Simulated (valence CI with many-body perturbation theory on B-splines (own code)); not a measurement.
## Au6+: electric-dipole lines

Level of theory: configuration interaction combined with many-body perturbation theory (CI+MBPT): five valence electrons over a frozen Dirac-Fock core [Xe] 4f14, a basis of 7 s, 7 p, 8 d, 6 f, 4 g, 1 h functions for each j, with the one-electron correlation potential Σ1 (screened to all orders), the two-electron term Σ2, the three-electron term Σ3, Breit, model QED; selected single and double excitations, second order for the rest, scaled by the run's own slope (own B-spline code, finite nucleus).

No measured spectrum was set against this ion. As an estimate, terms of the open shell hold to 2 to 4 % of their energy, and close levels can change places; different configurations can be misplaced against each other by 1,000 to 8,000 cm⁻¹. Among the levels kept, up to 2100 cm⁻¹ of a level comes from second order outside the variational space, and about a tenth of that is noise between levels of different J, which matters for small intervals. The list stops below the first excitations out of the core.

Lines 351 to 400 of 600 in falling wavelength, among levels below 40.264 eV, chosen from the strongest by gf and those to the six lowest levels. Wavelengths and rates use the calculated energies, so an error of 2000 cm⁻¹ moves a line at 39.78 nm by 0.8 % and its rate by three times that or more. Electric multipoles are in the length gauge, E1 and E2 with the static RPA response of the core. Weak lines are less certain than strong ones. Lines between different terms over intervals too small for the method are left out, as are lines whose strength nearly cancels. Where a level lies close to another of its J and parity, the split of strength between their lines is uncertain. The highest levels of a list are the least certain.

Levels are named by their leading jj configuration (3d3/2^4 stands for four electrons in 3d with j = 3/2), which in mixed levels can hold well under half, so a name can repeat and another be missing. Letters in brackets count levels of one name in rising energy.

```csv
λ vac (nm),Upper,Lower,A (s⁻¹),S (a.u.) with core polarisation,S without
39.78,(5d3/2^2 5d5/2^2 6p1/2) J=9/2 [b],(5d3/2^3 5d5/2^2) J=7/2 [a],2.98e+09,9.25e-01,1.08e+00
39.75,(5d3/2 5d5/2^3 6p1/2) J=7/2 [c],(5d3/2^2 5d5/2^3) J=7/2 [b],1.02e+09,2.52e-01,3.01e-01
39.75,(5d3/2 5d5/2^3 6p1/2) J=13/2,(5d3/2^2 5d5/2^3) J=13/2,1.70e+09,7.37e-01,8.89e-01
39.74,(5d3/2^2 5d5/2^2 6p3/2) J=9/2 [d],(5d3/2^2 5d5/2^3) J=9/2 [b],8.05e+08,2.49e-01,2.90e-01
39.72,(5d3/2 5d5/2^3 6p1/2) J=7/2 [c],(5d3/2^2 5d5/2^3) J=5/2 [b],1.70e+09,4.22e-01,4.88e-01
39.67,(5d3/2^2 5d5/2^2 6p3/2) J=11/2 [a],(5d3/2^2 5d5/2^3) J=13/2,9.48e+08,3.51e-01,4.25e-01
39.64,(5d3/2^2 5d5/2^2 6p1/2) J=5/2 [c],(5d3/2^3 5d5/2^2) J=7/2 [a],6.41e+08,1.18e-01,1.37e-01
39.63,(5d3/2^2 5d5/2^2 6p3/2) J=9/2 [g],(5d3/2^2 5d5/2^3) J=7/2 [c],1.10e+09,3.37e-01,3.86e-01
39.59,(5d3/2^2 5d5/2^2 6p3/2) J=7/2 [a],(5d3/2^3 5d5/2^2) J=5/2 [b],2.20e+08,5.40e-02,6.42e-02
39.56,(5d3/2^2 5d5/2^2 6p1/2) J=5/2 [b],(5d3/2^4 5d5/2) J=5/2,5.36e+08,9.82e-02,1.15e-01
39.53,(5d3/2^2 5d5/2^2 6p1/2) J=5/2 [d],(5d3/2^3 5d5/2^2) J=5/2 [b],6.50e+08,1.19e-01,1.39e-01
39.53,(5d3/2^3 5d5/2 6p3/2) J=5/2 [c],(5d3/2^2 5d5/2^3) J=3/2 [a],3.13e+09,5.73e-01,6.52e-01
39.53,(5d3/2^2 5d5/2^2 6p1/2) J=3/2 [a],(5d3/2^3 5d5/2^2) J=5/2 [a],2.92e+09,3.56e-01,4.20e-01
39.50,(5d3/2^2 5d5/2^2 6p1/2) J=11/2 [b],(5d3/2^3 5d5/2^2) J=9/2,2.62e+09,9.56e-01,1.11e+00
39.46,(5d3/2^2 5d5/2^2 6p3/2) J=9/2 [b],(5d3/2^2 5d5/2^3) J=9/2 [a],1.27e+09,3.84e-01,4.31e-01
39.45,(5d3/2 5d5/2^3 6p1/2) J=7/2 [d],(5d3/2^2 5d5/2^3) J=7/2 [c],2.12e+09,5.14e-01,6.09e-01
39.42,(5d3/2^2 5d5/2^2 6p1/2) J=3/2 [f],(5d3/2^2 5d5/2^3) J=3/2 [a],6.62e+09,8.00e-01,9.25e-01
39.38,(5d3/2^2 5d5/2^2 6p1/2) J=3/2 [d],(5d3/2^3 5d5/2^2) J=5/2 [b],6.46e+08,7.79e-02,8.71e-02
39.38,(5d3/2 5d5/2^3 6p1/2) J=11/2 [a],(5d3/2^2 5d5/2^3) J=11/2,1.10e+09,3.96e-01,4.75e-01
39.36,(5d3/2^2 5d5/2^2 6p3/2) J=9/2 [j],(5d3/2 5d5/2^4) J=11/2,1.37e+09,4.13e-01,4.98e-01
39.35,(5d3/2^2 5d5/2^2 6p1/2) J=3/2 [b],(5d3/2^4 5d5/2) J=5/2,4.25e+08,5.11e-02,6.14e-02
39.31,(5d3/2^2 5d5/2^2 6p1/2) J=9/2 [c],(5d3/2^3 5d5/2^2) J=11/2,4.43e+08,1.33e-01,1.56e-01
39.29,(5d3/2^2 5d5/2^2 6p1/2) J=7/2 [c],(5d3/2^3 5d5/2^2) J=9/2,1.03e+09,2.46e-01,2.85e-01
39.24,(5d3/2^2 5d5/2^2 6p1/2) J=3/2 [e],(5d3/2^3 5d5/2^2) J=1/2,4.58e+09,5.47e-01,6.28e-01
39.24,(5d3/2^2 5d5/2^2 6p1/2) J=11/2 [b],(5d3/2^3 5d5/2^2) J=11/2,5.44e+09,1.95e+00,2.30e+00
39.23,(5d3/2^2 5d5/2^2 6p3/2) J=9/2 [j],(5d3/2 5d5/2^4) J=9/2,4.31e+09,1.28e+00,1.49e+00
39.22,(5d3/2^2 5d5/2^2 6p1/2) J=5/2 [d],(5d3/2^3 5d5/2^2) J=3/2,1.83e+09,3.27e-01,3.84e-01
39.22,(5d3/2^2 5d5/2^2 6p1/2) J=7/2 [c],(5d3/2^3 5d5/2^2) J=5/2 [b],1.63e+09,3.87e-01,4.54e-01
39.21,(5d3/2^2 5d5/2^2 6p3/2) J=7/2 [b],(5d3/2^2 5d5/2^3) J=7/2 [a],1.90e+09,4.52e-01,5.08e-01
39.20,(5d3/2^2 5d5/2^2 6p3/2) J=3/2 [h],(5d3/2^2 5d5/2^3) J=1/2 [b],4.54e+09,5.39e-01,6.19e-01
39.15,(5d3/2^2 5d5/2^2 6p1/2) J=7/2 [b],(5d3/2^4 5d5/2) J=5/2,2.71e+09,6.41e-01,7.45e-01
39.14,(5d3/2^2 5d5/2^2 6p3/2) J=5/2 [a],(5d3/2^3 5d5/2^2) J=5/2 [b],1.39e+09,2.46e-01,2.79e-01
39.13,(5d3/2 5d5/2^3 6p1/2) J=11/2 [b],(5d3/2^2 5d5/2^3) J=9/2 [a],7.11e+08,2.52e-01,2.89e-01
39.12,(5d3/2^3 5d5/2 6p3/2) J=1/2 [a],(5d3/2^3 5d5/2^2) J=3/2,1.36e+10,8.06e-01,9.22e-01
39.12,(5d3/2^2 5d5/2^2 6p3/2) J=7/2 [g],(5d3/2^2 5d5/2^3) J=5/2 [b],1.38e+09,3.26e-01,3.60e-01
39.04,(5d3/2^2 5d5/2^2 6p3/2) J=9/2 [f],(5d3/2^2 5d5/2^3) J=7/2 [b],2.16e+09,6.35e-01,7.19e-01
39.04,(5d3/2^2 5d5/2^2 6p3/2) J=5/2 [i],(5d3/2^2 5d5/2^3) J=7/2 [c],2.49e+09,4.39e-01,5.19e-01
39.04,(5d3/2^2 5d5/2^2 6p1/2) J=5/2 [d],(5d3/2^3 5d5/2^2) J=7/2 [a],2.16e+08,3.80e-02,4.50e-02
39.03,(5d3/2^2 5d5/2^2 6p3/2) J=3/2 [c],(5d3/2^2 5d5/2^3) J=5/2 [a],2.21e+09,2.59e-01,3.00e-01
39.01,(5d3/2^2 5d5/2^2 6p1/2) J=9/2 [c],(5d3/2^3 5d5/2^2) J=7/2 [a],1.22e+09,3.58e-01,4.15e-01
39.00,(5d3/2 5d5/2^3 6p1/2) J=13/2,(5d3/2^2 5d5/2^3) J=11/2,1.23e+09,5.05e-01,5.87e-01
38.98,(5d3/2^2 5d5/2^2 6p1/2) J=7/2 [d],(5d3/2^3 5d5/2^2) J=5/2 [b],1.96e+09,4.57e-01,5.38e-01
38.95,(5d3/2^2 5d5/2^2 6p3/2) J=7/2 [g],(5d3/2^2 5d5/2^3) J=9/2 [b],2.70e+09,6.30e-01,7.24e-01
38.93,(5d3/2^2 5d5/2^2 6p3/2) J=11/2 [a],(5d3/2^2 5d5/2^3) J=11/2,8.49e+08,2.97e-01,3.36e-01
38.89,(5d3/2^2 5d5/2^2 6p3/2) J=3/2 [f],(5d3/2^2 5d5/2^3) J=5/2 [b],3.33e+09,3.86e-01,4.36e-01
38.88,(5d3/2 5d5/2^3 6p3/2) J=9/2,(5d3/2^2 5d5/2^3) J=7/2 [c],9.99e+08,2.90e-01,3.41e-01
38.85,(5d3/2^2 5d5/2^2 6p3/2) J=5/2 [b],(5d3/2^3 5d5/2^2) J=7/2 [b],2.04e+09,3.55e-01,4.10e-01
38.85,(5d3/2^2 5d5/2^2 6p3/2) J=9/2 [f],(5d3/2^2 5d5/2^3) J=9/2 [b],1.02e+09,2.96e-01,3.36e-01
38.85,(5d3/2^3 5d5/2 6p3/2) J=1/2 [b],(5d3/2^3 5d5/2^2) J=1/2,4.68e+09,2.71e-01,3.08e-01
38.84,(5d3/2 5d5/2^3 6p1/2) J=7/2 [b],(5d3/2^2 5d5/2^3) J=7/2 [a],2.35e+09,5.45e-01,6.36e-01
```
